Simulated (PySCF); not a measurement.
B(Cl)(I)(OH), SMILES OB(Cl)I, singlet, B3LYP/def2-SVP optimised geometry.

```
5

B     -0.34     0.04     0.00
Cl     1.44     0.04     0.00
I     -1.44     1.90     0.00
O     -1.04    -1.10     0.00
H     -0.49    -1.90     0.00
```

Density from B3LYP/def2-TZVP, def2 effective core potentials past Kr in PySCF at that geometry. The core electrons that the potentials of I replace are not part of the density.

Minimum of the electron density along straight lines between bonded atoms, close to the bond critical point (lines longer than 1.1 times the sum of covalent radii, or with two minima, are not listed):

```json
[
 {"bond": "B1–Cl2", "length / Å": "1.772", "ρ at the minimum / e bohr⁻³": "___", "∇²ρ there / e bohr⁻⁵": "-0.08", "position (fraction from the first atom)": "0.30"},
 {"bond": "B1–I3", "length / Å": "2.153", "ρ at the minimum / e bohr⁻³": "___", "∇²ρ there / e bohr⁻⁵": "-0.17", "position (fraction from the first atom)": "0.40"},
 {"bond": "B1–O4", "length / Å": "1.338", "ρ at the minimum / e bohr⁻³": "0.225", "∇²ρ there / e bohr⁻⁵": "0.99", "position (fraction from the first atom)": "0.33"},
 {"bond": "O4–H5", "length / Å": "0.969", "ρ at the minimum / e bohr⁻³": "0.350", "∇²ρ there / e bohr⁻⁵": "___", "position (fraction from the first atom)": "0.81"}
]
```

Some entries are withheld; supply them.


- B1–Cl2, ρ at the minimum / e bohr⁻³: 0.149
- B1–I3, ρ at the minimum / e bohr⁻³: 0.116
- O4–H5, ∇²ρ there / e bohr⁻⁵: -2.39
